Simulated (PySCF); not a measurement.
SiBOF5

The system: SiBOF5, a molecule drawn as a unit of a network glass or zeolite (built as: Si B3, F ends, O bridges); neutral, singlet. The structure, one conformer, was relaxed in the gas phase by PBE0-D3(BJ)/def2-SVP. No frequency run checks that it is a minimum.

SMILES: FB(F)O[Si](F)(F)F

```tsv
atom	x (Å)	y (Å)	z (Å)
F1	-0.369	-0.640	2.087
B2	-1.097	-0.612	0.991
F3	-2.332	-1.054	1.037
O4	-0.602	-0.138	-0.174
Si5	0.757	0.480	-0.815
F6	1.977	0.415	0.202
F7	0.501	1.997	-1.215
F8	1.137	-0.346	-2.117
```

Shieldings: GIAO PBE0/pcSseg-2. Shifts are against computed references at the same level: Si TMS (σ 341.3 ppm). Core levels by delta-SCF with SCAN, pcX-2 on the ionised atom and pcseg-1 elsewhere, spin-free X2C (2p3/2 is the spin-free 2p value less a third of a first-order spin-orbit splitting); from the vacuum level, for chosen atoms.

Question: Give the shieldings and core levels atom by atom.

Answer: 
```
atoms   bonded to  σ (ppm)  δ (ppm)  core level (eV)
   F1         1 B    296.3        -                -
   B2   2 F + 1 O     89.0        -                -
   F3         1 B    300.0        -                -
   O4  1 B + 1 Si    236.5        -        1s 540.67
  Si5   3 F + 1 O    448.8   -107.6     2p3/2 111.57
   F6        1 Si    334.3        -        1s 694.18
   F7        1 Si    337.7        -        1s 694.21
   F8        1 Si    338.4        -        1s 694.22
```

Values are those of this one static structure; atoms that internal rotation interchanges would show their mean in an NMR spectrum.

Question: By CAM-B3LYP/def2-SVPD (TDDFT singlets, Tamm-Dancoff triplets, ionisation by delta-SCF), where does absorption start, and what does vertical ionisation take?

Answer: The lowest singlet lies at 9.91 eV (f 0.020), the strongest of the first 6 at 11.18 eV (f 0.244), the lowest triplet at 9.60 eV; vertical ionisation takes 14.49 eV.

The 3 runs behind this took 4.3 min in all, one thread each of Arm Neoverse V1 on a shared host, launched as `OMP_NUM_THREADS=1 python cluster_run.py task.json out`.
